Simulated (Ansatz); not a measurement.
Calculated with Ansatz (gas phase, PBE0-D4/def2-TZVP geometries, no zero-point term in ΔE). CCSD(T)/CBS adds triple-zeta CCSD(T) − MP2 to the extrapolated MP2 energy (def2 sets, frozen cores). Functionals use def2-TZVPP. B3LYP here is the variant with VWN-RPA as its local correlation; programs differ in this. One conformer a species, not always the lowest.

Reaction (ligand exchange at the Al–N bond): `C=C([SiH3])[NH][AlH2]` + `OP[SiH3]` → `O[P]([AlH2])[SiH3]` + `C=C(N)[SiH3]`

`C=C([SiH3])[NH][AlH2]`:

Cartesian coordinates in Å:
```
C -0.217 -1.352 -1.489
C -0.064 -0.462 -0.497
Si -1.243 1.001 -0.458
N 0.917 -0.583 0.482
Al 1.339 0.435 1.890
H -0.989 -1.232 -2.237
H 0.427 -2.224 -1.578
H -2.167 0.867 -1.611
H -0.501 2.287 -0.560
H -2.023 1.023 0.809
H 1.479 -1.416 0.339
H 0.491 1.739 2.151
H 2.552 -0.084 2.759
```

`OP[SiH3]`:

```xyz
8

O     0.051    1.853    0.347
P     0.972    0.646   -0.340
Si   -0.339   -1.126    0.157
H     0.634    2.514    0.729
H     0.488    0.714   -1.681
H     0.145   -2.258   -0.680
H    -1.777   -0.873   -0.123
H    -0.173   -1.471    1.593
```

`O[P]([AlH2])[SiH3]`:

Z-matrix (Å, degrees):
```
Si
P 1 2.253
H 1 1.488 2 106.0
H 1 1.487 2 109.1 3 118.1
H 1 1.491 2 115.4 3 -120.6
Al 2 2.317 1 95.4 3 71.8
O 2 1.679 1 102.5 3 175.7
H 6 1.586 2 115.9 1 -61.1
H 6 1.583 2 120.9 1 122.7
H 7 0.961 2 109.1 1 109.0
```

`C=C(N)[SiH3]`:

```xyz
11

C    -0.311    1.504    0.257
C     0.217    0.304   -0.017
N     1.544    0.107   -0.364
Si   -0.836   -1.230    0.204
H    -1.336    1.598    0.590
H     0.267    2.421    0.172
H     1.740   -0.680   -0.960
H     2.056    0.933   -0.637
H    -0.353   -2.050    1.347
H    -0.742   -2.078   -1.020
H    -2.245   -0.827    0.428
```

(1) Is it downhill or uphill in electronic energy at CCSD(T)/CBS, and by how much? (Estimate.)

(2) What do these levels give: ωB97M-V, r2SCAN, B3LYP, MP2/def2-TZVPP, MP2/CBS(def2), CCSD/CBS(def2)? (Best estimate.)

Largest T1 diagnostic among the species: 0.014.

Answers

(1) Ansatz gave: Uphill: ΔE = +57.4 kJ/mol.

(2) The calculation gave: ωB97M-V 58.4, r2SCAN 50.8, B3LYP 56.5, MP2/def2-TZVPP 63.3, MP2/CBS(def2) 59.9, CCSD/CBS(def2) 58.6 kJ/mol.
